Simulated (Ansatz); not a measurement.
Geometry optimisation, Ansatz 0.2.0, RKS BLYP-D4/6-31G*.

The input (input.yaml):

```yaml
crystal:
  periodic: [false, false, false]
  atoms:
    - { symbol: C, position_ang: [-0.3266, -2.7136, -1.3223] }
    - { symbol: C, position_ang: [0.1794, -1.5854, -0.8009] }
    - { symbol: F, position_ang: [1.4623, -1.6252, -0.4963] }
    - { symbol: O, position_ang: [-0.4952, -0.4398, -0.5819] }
    - { symbol: C, position_ang: [0.1854, 0.6354, -0.0213] }
    - { symbol: C, position_ang: [-0.5038, 1.9356, -0.5105] }
    - { symbol: Si, position_ang: [0.3754, 0.6295, 1.9007] }
    - { symbol: H, position_ang: [0.2544, -3.5426, -1.5138] }
    - { symbol: H, position_ang: [-1.4203, -2.6623, -1.5613] }
    - { symbol: H, position_ang: [1.2008, 0.6543, -0.3997] }
    - { symbol: H, position_ang: [-0.5537, 1.9205, -1.5835] }
    - { symbol: H, position_ang: [-1.5222, 1.9856, -0.1426] }
    - { symbol: H, position_ang: [-0.0263, 2.8504, -0.2003] }
    - { symbol: H, position_ang: [1.0214, -0.5881, 2.3797] }
    - { symbol: H, position_ang: [1.1321, 1.7955, 2.3436] }
    - { symbol: H, position_ang: [-0.986, 0.7276, 2.555] }
basis:
  gaussian: { orbitals: "6-31G*" }
hamiltonian:
  xc: blyp
  dispersion: d4
relax:
  f_tol: 0.015
  max_steps: 40
output:
  orbitals: {}
```

Launched with:

```bash
$ ansatz run input.yaml --threads 2 --pin off --max-ram 3072MiB --backend cpu --events-out ev --progress --plain --runs-dir out
```

Q: Where does it end, and by what steps?

A: The forces met the threshold. After 20 steps the energy has fallen by 0.473 eV; H9 moved furthest, 0.87 Å.

```tsv
step	energy less start (eV)	largest force component (eV/Å)	accepted
0	0.0000	3.336	yes
1	-0.3525	1.230	yes
2	-0.4225	0.310	yes
3	-0.4290	0.128	yes
4	-0.4320	0.056	yes
5	-0.4321	0.121	yes
6	-0.4333	0.020	yes
7	-0.4342	0.045	yes
8	-0.4356	0.232	yes
9	-0.4404	0.096	yes
10	-0.4488	0.166	yes
11	-0.4547	0.420	yes
12	-0.4606	0.266	yes
13	-0.4417	0.700	no
14	-0.4681	0.056	yes
15	-0.4706	0.076	yes
16	-0.4718	0.081	yes
17	-0.4725	0.042	yes
18	-0.4729	0.030	yes
19	-0.4730	0.026	yes
20	-0.4731	0.010	yes
```

```xyz
16
Properties=species:S:1:pos:R:3
C -0.356 -2.684 -0.869
C 0.257 -1.495 -0.938
F 1.615 -1.403 -1.105
O -0.365 -0.294 -0.913
C 0.286 0.789 -0.134
C -0.472 2.070 -0.501
Si 0.231 0.386 1.750
H 0.208 -3.604 -1.017
H -1.430 -2.729 -0.698
H 1.333 0.868 -0.473
H -0.440 2.236 -1.591
H -1.528 2.012 -0.193
H -0.011 2.939 -0.004
H 0.889 -0.923 2.035
H 0.953 1.469 2.493
H -1.193 0.341 2.204
```

Whether the end is a true minimum wasn't checked by a vibrational analysis.

Run time: 51 s on 2 threads of Intel(R) Xeon(R) Platinum 8488C (Sapphire Rapids), with other jobs on the host, peak memory 0.2 GiB.
